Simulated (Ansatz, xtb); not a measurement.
Relative energy of two isomers of BeFH3OSi

Structure a: `[BeH][O][SiH2]F`, a singlet. Structure b: `O[SiH2][Be][F]`, a singlet. Both are isolated molecules in the gas phase, relaxed with PBE0-D3(BJ)/def2-SVP; the shapes shown needn't be the lowest conformers.

a (Å):

```yaml
atoms:
  - { symbol: Be, position_ang: [-1.4827, -1.5968, -2.5202] }
  - { symbol: F, position_ang: [1.0049, 1.2537, -3.0639] }
  - { symbol: O, position_ang: [-0.6265, -0.5628, -2.0399] }
  - { symbol: Si, position_ang: [0.3998, 0.6607, -1.6835] }
  - { symbol: H, position_ang: [-2.2853, -2.5649, -2.9550] }
  - { symbol: H, position_ang: [-0.3343, 1.7605, -1.0084] }
  - { symbol: H, position_ang: [1.5387, 0.1515, -0.8786] }
```

b (Å):

```xyz
7

Be    2.6329    0.5515   -0.7526
F     3.8670    0.8870   -0.2014
O     0.7964    0.3343   -3.2272
Si    0.6966    0.0189   -1.5805
H     0.0070    0.1477   -3.7442
H    -0.4245    0.7983   -0.9496
H     0.3482   -1.4223   -1.3281
```

Question: Estimate which is lower in electronic energy at CCSD(T)/def2-TZVPP, and by roughly how much.

Answer: The CCSD(T)/def2-TZVPP calculation puts structure a lower, by 1.529 eV.

Level by level:

```csv
level,geometry,E(b) − E(a) (eV),departure from the last row (eV),"job, with rough time for the two"
PBE0-D3(BJ)/def2-SVP,PBE0-D3(BJ)/def2-SVP,+1.208,−0.321,"optimisation, 18 s"
HF/def2-TZVPP,PBE0-D3(BJ)/def2-SVP,+1.726,+0.198,part of the CCSD(T) run
MP2/def2-TZVPP,PBE0-D3(BJ)/def2-SVP,+1.616,+0.087,part of the CCSD(T) run
CCSD(T)/def2-TZVPP,PBE0-D3(BJ)/def2-SVP,+1.529,,"single point, 52 s"
```

As drawn, b has 1 Be–Si, 1 Be–F, 1 O–H in place of 1 Be–O, 1 F–Si, 1 Be–H.

None of the levels shown reverses the order. The largest departure from CCSD(T)/def2-TZVPP is that of PBE0-D3(BJ)/def2-SVP, 0.321 eV. Levels run at GFN2-xTB geometries aren't shown.

With harmonic frequencies from PBE0-D3(BJ)/def2-SVP (ideal gas, rigid rotor, one conformer each, 298.15 K, 1 atm): the zero-point term adds +0.055 eV; ΔH is +1.592 and ΔG +1.581 eV.

The correlated steps freeze 7 core orbitals; the last core shell of Be is correlated, in a basis made for valence electrons. Run with Ansatz 0.2.0; the last row on 2 threads of Intel(R) Xeon(R) Processor @ 2.70GHz on a shared host.
